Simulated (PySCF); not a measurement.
System (SMILES): Cl[Si]Cl (closed-shell singlet).
Geometry (B3LYP-D3(BJ)/def2-TZVP, fixed):
```xyz
3

Si    -0.0165     0.0173     0.9364
Cl     1.0611     1.2272    -0.3899
Cl    -1.0475    -1.2415    -0.3813
```

How fast the mean static polarisability converges with the basis for several methods (PySCF): deviation from each method's own reference, in %. References: HF 55.89 bohr³, the value in aug-pcseg-3; PBE 61.14 bohr³, the value in aug-pcseg-3; PBE0 58.85 bohr³, the value in aug-pcseg-3. All functions are spherical. Density fitting with generated auxiliary sets. No added dispersion term, no relativity. 

```tsv
basis	functions	HF	PBE	PBE0
STO-3G	27	-65.2	-65.0	-64.5
pcseg-0	39	-35.9	-35.2	-34.3
3-21G	39	-31.6	-30.9	-30.2
def2-SV(P)	54	-28.4	-29.3	-28.3
6-31G*	54	-24.9	-25.0	-24.3
6-31+G*	66	-17.0	-14.9	-15.6
6-311+G**	90	-16.6	-14.6	-15.2
cc-pV(Q+d)Z	192	-5.2	-6.4	-5.6
```
